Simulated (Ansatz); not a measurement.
Born–Oppenheimer molecular dynamics of Cl3FH3NZr (9 atoms, charge 0, multiplicity 1). It starts at the highest image of a converged band, a first-order saddle point between two minima.

These are results of RKS BLYP/def2-SVP in Ansatz, not measurements.

| Quantity | Value |
| --- | --- |
| ensemble | NVE (velocity Verlet) |
| time step | 0.5 fs |
| steps asked | 200 |
| starting velocities drawn for | 300 K |
| seed | 2390 |

First frame:

```xyz
9
Properties=species:S:1:pos:R:3
Zr -0.261 0.364 -0.069
F 0.038 1.081 1.719
Cl 1.841 -0.709 -0.324
Cl -0.416 2.430 -1.227
Cl -1.580 -1.026 -1.586
N -2.063 -0.452 1.334
H -2.370 -1.407 1.091
H -2.902 0.143 1.238
H -1.796 -0.424 2.331
```

Problem. How far do the bonds stretch over the last three quarters of this one trajectory? (Pairs bonded in most of those frames.)

Solution. 
```csv
bond,mean (Å),spread (Å),shortest,longest
Zr1–F2,1.956,0.033,1.90,1.99
Zr1–Cl3,2.379,0.018,2.35,2.41
Zr1–Cl4,2.409,0.061,2.30,2.49
Zr1–Cl5,2.445,0.008,2.44,2.46
Zr1–N6,2.408,0.031,2.36,2.47
N6–H7,1.033,0.009,1.02,1.05
N6–H8,1.034,0.023,0.99,1.08
N6–H9,1.034,0.021,1.00,1.07
```

Mean temperature of the second half: 152 K. The conserved energy stayed within 0.14 meV per atom of its start (net change 0.07 meV per atom), so the integration is sound. A run of 0.1 ps of so small a system gives no equilibrium averages. The orbitals stay closed-shell, which can raise the energy where a bond breaks towards radicals; this wasn't checked here.

The run took 5.9 min on 4 threads of Arm Neoverse V2 (shared host), peak memory 0.19 GiB.
